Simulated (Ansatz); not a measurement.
# Worked example: C2H2F2 + C2H6GaO → C2HF2 + C2H7GaO

Species: C2H2F2 (vinylidene fluoride) `C=C(F)F`, singlet; C2H6GaO `C[O][Ga][CH3]`, doublet; C2HF2 `[CH]=C(F)F`, doublet; C2H7GaO `C[O][GaH][CH3]`, singlet. A radical takes H: the energy is the difference in strength between the C–H bond broken and the Ga–H bond made.

Shapes, held fixed at every level: PBE0-D4/def2-TZVP. Flexible molecules stand in one conformer, not always the lowest. Programs: Ansatz 0.2.0. The zero-point and thermal change to 298 K, harmonic and unscaled (PBE0-D4/def2-TZVP), is -14.4 kJ/mol.

At B2PLYP/def2-TZVPP; 1 Eh = 2625.50 kJ/mol:

```
species   energy (Eh)
 C2H2F2   -277.014553
C2H6GaO  -2079.457317
  C2HF2   -276.319455
C2H7GaO  -2080.085433
```

Q: Work out ΔH(298 K) of the reaction at this level.

A: 
1. Products less reactants: (-276.319455) + (-2080.085433) − [(-277.014553) + (-2079.457317)] = 0.066982 Eh = +175.9 kJ/mol.
2. With the thermal change: +175.9 + (-14.4) = +161.5 kJ/mol.

Other levels give +125.1 (HF/def2-SVP) to +160.5 kJ/mol (wB97M-V/def2-TZVPP). No measured value is set beside it here. Spin contamination: C2HF2 (⟨S²⟩ up to 0.90). Open shells run unrestricted unless RO is named. Relativity is left out for Ga unless named. Correlated rows may include outer-core shells of Ga, which these sets cover unevenly.
